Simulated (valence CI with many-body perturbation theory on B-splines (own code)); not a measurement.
Questions on Mn XX

Computed by valence CI with perturbative core correlation (CI+MBPT): four valence electrons over a frozen Dirac-Fock core [He], a basis of 11 s, 11 p, 9 d, 7 f, 5 g, 2 h, 1 i functions for each j, with the one-electron correlation potential Σ1, the two-electron term Σ2, the three-electron term Σ3, Breit, model QED; selected CI, second order for the rest (own B-spline code, finite nucleus).

No measured spectrum was set against this ion. As an estimate, levels of excited configurations hold to 0.05 to 0.15 % of their energy, terms of the ground configuration to about 0.5 %.

Rates and lifetimes use the calculated energies. Strong lines usually hold to 10 to 20 %, long lifetimes can be off by a factor of two.

Problem. What is the ground level?

Solution. 2s²2p² ³P_0, composition 91 % 2s²2p² ³P + 8 % 2s²2p² ¹S.

Problem. What are the static dipole polarisabilities of the lowest levels?

Solution. 2s²2p² ³P_0 0.0132; 2s²2p² ³P_1 0.0138 (tensor 0.00065); 2s²2p² ³P_2 0.0135 (tensor -0.00030); 2s²2p² ¹D_2 0.0128 (tensor 0.0027) bohr³, of which the core gives 2.36e-05.

Problem. How is the term ³P of the ground level split?

Solution. J = 0 at 0.000, J = 1 at 0.544, J = 2 at 0.901 Ry.

Problem. Among levels below 72.588 Ry, which E1 lines absorb most strongly from the ground level?

Solution. to 2s²2p3d ³D°_1 at 1.345 nm, f = 1.27; to 2s2p²3p ⁵P°_1 at 1.311 nm, f = 0.165; to 2s2p²3p ³D°_1 at 1.307 nm, f = 0.136.

Problem. Where does the other parity begin?

Solution. At 2s2p³ ⁵S°_2, 4.037 Ry.

Problem. Name the longest-lived excited levels whose lifetime is computed, and their main decay.

Solution. 2s²2p² ³P_2 at 0.901 Ry lives 1.54 ms, mostly by M1 to 2s²2p² ³P_1; 2s²2p² ³P_1 at 0.544 Ry lives 284 μs, mostly by M1 to 2s²2p² ³P_0; 2s²2p² ¹D_2 at 1.937 Ry lives 51.9 μs, mostly by M1 to 2s²2p² ³P_1.

Problem. What is the ionisation energy?

Solution. 1539 eV; NIST lists 1537.2 ± 0.8 eV (semi-empirical).
